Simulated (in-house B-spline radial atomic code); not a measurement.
A run on neutral selenium (an excited or competing configuration) that did not converge. Method: scalar-relativistic (X2C) wB97X, spin-polarised, spherical fractional occupations, Fermi nucleus of rms radius 4.14 fm; computed with an all-electron radial atomic-structure program (B-spline basis).

Command:
```bash
python run_scf.py task.json out
```
Settings (nuclear radius in fm, mass in u):
```
Z                34
configuration    [Ar] 3d10 4s2 4p3 4f1
hamiltonian      x2c
method           wb97x
spin_polarised   True
nucleus          fermi
rms_radius       4.14
atomic_mass      79.91652
speed_of_light   137.035999084
```

First and last ten iterations of the last attempt (damped for 15 steps, keeping 80 % of the old Fock matrix, then DIIS):
```
 iter        energy (Eh)    residual
    1       -2428.972310    3.95e-01
    2       -2429.417309    9.56e-02
    3       -2429.537284    5.84e-02
    4       -2429.583958    3.63e-02
    5       -2429.602226    2.51e-02
    6       -2429.609763    1.78e-02
    7       -2429.612881    1.29e-02
    8       -2429.614206    9.61e-03
    9       -2429.615084    7.21e-03
   10       -2429.615366    5.44e-03
  111       -2429.614851    1.27e-03
  112       -2429.615866    8.45e-04
  113       -2429.615857    1.43e-03
  114       -2429.615772    1.45e-03
  115       -2429.616015    1.20e-03
  116       -2429.616036    1.62e-03
  117       -2429.615031    1.05e-03
  118       -2429.615025    9.23e-04
  119       -2429.615544    6.23e-04
  120       -2429.614652    1.04e-03
 not converged after 120 iterations
```

The smallest residual met was 5.3e-04; the threshold is about 3e-07. No energy from this run should be used. Time taken, with all properties: 39 s on 1 thread of Arm Neoverse N1, with other jobs on the host.
